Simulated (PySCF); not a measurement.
Isomers of C6H7BO2S, from PySCF, PBE0-D3(BJ)/def2-SVP geometry optimisation, gas phase. One conformer each, no zero-point energy, no frequencies.

Question: Which isomer lies lower at this level?
A. `[OH:1][B:2]([OH:3])[c:4]1[cH:5][cH:6][c:7]([SH:8])[cH:9][cH:10]1` with H–O1–B2–O3 176°, O1–B2–O3–H -1°, C6–C7–S8–H -179°: A = 3649, B = 527.5, C = 462.0 MHz, dipole 0.51 D
B. `[CH2:1]=[C:2]([B:3]([OH:4])[OH:5])[c:6]1[cH:7][cH:8][cH:9][s:10]1` with C2–B3–O4–H 179°, C2–B3–O5–H 7°, C1–C2–C6–C7 177°: A = 2376, B = 754.6, C = 587.2 MHz, dipole 1.08 D

Answer: A. That is `OB(O)C1=CC=C(S)C=C1`, 21.5 kcal/mol below the other.

| SMILES | mapped SMILES | E (Eh) | relative (kcal/mol) | relative (kJ/mol) | dipole (D) |
| --- | --- | --- | --- | --- | --- |
| OB(O)c1ccc(S)cc1 | [OH:1][B:2]([OH:3])[c:4]1[cH:5][cH:6][c:7]([SH:8])[cH:9][cH:10]1 | -805.45520 | 0.0 | 0.0 | 0.51 |
| C=C(B(O)O)c1cccs1 | [CH2:1]=[C:2]([B:3]([OH:4])[OH:5])[c:6]1[cH:7][cH:8][cH:9][s:10]1 | -805.42086 | 21.5 | 90.1 | 1.08 |

As drawn, the lower has an S–H bond, which the higher lacks; the higher has a C=C bond outside aromatic rings, which the lower lacks.
